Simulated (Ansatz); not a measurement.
System: dimethoxyborane, C₂H₇BO₂, net charge 0, singlet state. 
Coordinates optimised at B3LYP-D3(BJ)/def2-TZVP (Ansatz, an electronic-structure program):
```xyz
12

B      0.1629     0.7393     0.2257
O      0.7528    -0.4510    -0.0634
C      2.1594    -0.6318     0.0074
O     -1.1821     0.8705     0.1461
C     -2.0056    -0.2281    -0.2401
H      0.8032     1.6932     0.5545
H      2.6654     0.2863     0.3142
H      2.5289    -0.9350    -0.9732
H      2.3807    -1.4214     0.7269
H     -1.7481    -0.5755    -1.2423
H     -1.8962    -1.0615     0.4562
H     -3.0366     0.1207    -0.2301
```

Computed values are from Ansatz. Correlated levels leave the core frozen unless marked. Open shells are spin-unrestricted. Spin-orbit coupling is left out. Non-relativistic. Basis-set limits of correlation are two-point, X^-3; Hartree-Fock from the larger set. [CCSD(T)-MP2]/basis is that difference in the basis named.

The atomisation energy De is 1150.1 kcal/mol at RI-MP2/CBS(cc-pVTZ,cc-pVQZ)+[CCSD(T)-MP2]/cc-pVTZ and the total energy comes out as -255.5280 Eh at RI-MP2/CBS(cc-pVTZ,cc-pVQZ)+[CCSD(T)-MP2]/cc-pVTZ. The dipole moment is 1.60 D at CCSD(T)/aug-cc-pVDZ and the T1 diagnostic is 0.012 at CCSD/cc-pVTZ.
